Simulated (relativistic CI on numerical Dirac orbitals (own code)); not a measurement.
Radial parameters of Hf XLVII

Calculated at this level of theory: Dirac-Coulomb-Breit CI, orbitals from a KLI potential per configuration, a model potential for QED, unscaled Slater integrals (own radial code, finite nucleus).

Slater integrals F^k, G^k are unscaled and averaged over j, outside the closed core [Ne]; ζ comes from projecting the Hamiltonian with its Breit term on Σ l·s of the shell.

- 3s²3p⁶3d⁸: F^2(3d,3d) = 565890, F^4(3d,3d) = 365010, ζ(3d) = 191380 cm⁻¹; <r>(3d) = 0.1799, <r^2>(3d) = 0.03762 (bohr units).
- 3s²3p⁵3d⁹: ζ(3p) = 1.4688e+06, F^2(3p,3d) = 493620, G^1(3p,3d) = 531060, G^3(3p,3d) = 352650, ζ(3d) = 189810 cm⁻¹; <r>(3p) = 0.2001, <r^2>(3p) = 0.0464, <r>(3d) = 0.1802, <r^2>(3d) = 0.03773 (bohr units).
- 3s²3p⁴3d¹⁰: F^2(3p,3p) = 490080, ζ(3p) = 1.468e+06 cm⁻¹; <r>(3p) = 0.2003, <r^2>(3p) = 0.04647 (bohr units).

**Question.** Give the Racah parameters of the d shell in 3s²3p⁶3d⁸.

**Answer.** B = F²/49 − 5F⁴/441 = 7410 cm⁻¹ and C = 35F⁴/441 = 28969 cm⁻¹.

Averages of the first 10 configurations, taken without configuration mixing, which lowers the lowest level and can move excited configurations by several eV; other configurations of the list can lie among them:

```tsv
Configuration	Parity	States	Average energy above the lowest level (eV)
3s²3p⁶3d⁸	even	45	53.8
3s²3p⁵3d⁹	odd	60	537.9
3s²3p⁴3d¹⁰	even	15	1029.7
3s3p⁶3d⁹	even	20	946.2
3p⁶3d¹⁰	even	1	1849.2
3s3p⁵3d¹⁰	odd	12	1428.7
3s²3p⁶3d⁷4s	even	240	1628.3
3s²3p⁶3d⁷4p	odd	720	1781.9
3s²3p⁴3d⁹4s	even	300	2586.1
3s²3p⁶3d⁷4d	even	1200	1962.5
```
